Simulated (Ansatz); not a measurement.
Ansatz (a program for electronic structure) input (PBE0/def2-SVP):

Ansatz 0.2 input:
```yaml
crystal:
  periodic: [false, false, false]
  atoms:
    - {symbol: Ge, position_ang: [0.20970819, -0.16279412, 0.26906881]}
    - {symbol: O, position_ang: [0.90778365, 0.08363465, -1.24146200]}
    - {symbol: F, position_ang: [-1.55254792, 0.50448164, 0.14683270]}
basis:
  gaussian:
    orbitals: def2-SVP
hamiltonian:
  xc: {name: PBE0}
total_charge: -1
```

Output:

```
Functional definition: PBE0
integrals: 0.01 GiB planned
571 factors; integrals over basis functions are off by at most 8.8e-4 eV
mean field: 0.17 GiB planned
mean field evaluation 1: about -61258.5909 eV, gradient 3.6e1 eV
mean field evaluation 2: about -61228.2196 eV, gradient 1.2e2 eV
mean field evaluation 4: about -61261.0824 eV, gradient 6.3e0 eV
mean field evaluation 8: about -61261.1725 eV, gradient 6.1e-1 eV
mean field evaluation 16: about -61261.1734 eV, gradient 2.9e-5 eV
mean field -61261.17344645 eV, -2251.3065998424 hartree, gradient 2.9e-5 eV, S^2 0.000000; 0 other end points of the search recorded, 0 dependent functions left out
reference -61261.17346469 eV, -2251.3066005124 hartree; 25, 25 occupied and 35, 35 virtual orbitals, 571 factors
Total energy: -61261.17346469 eV, -2251.3066005124 hartree
```
